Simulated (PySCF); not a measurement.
An element was calculated at PBE (PySCF 2.14, spin-free X2C, a triple-zeta basis, no spin-orbit coupling), in the ground configurations that NIST lists.

| Quantity | Value |
| --- | --- |
| first ionisation energy | 6.075 eV |
| second ionisation energy | 12.551 eV |
| third ionisation energy | 20.508 eV |

Problem. Which element is it?

Solution. Gadolinium (Gd, Z = 64), in ANO-RCC-VTZP. NIST lists 6.150, 12.076 ± 0.02, 20.54 ± 0.03 eV for these ionisation energies.
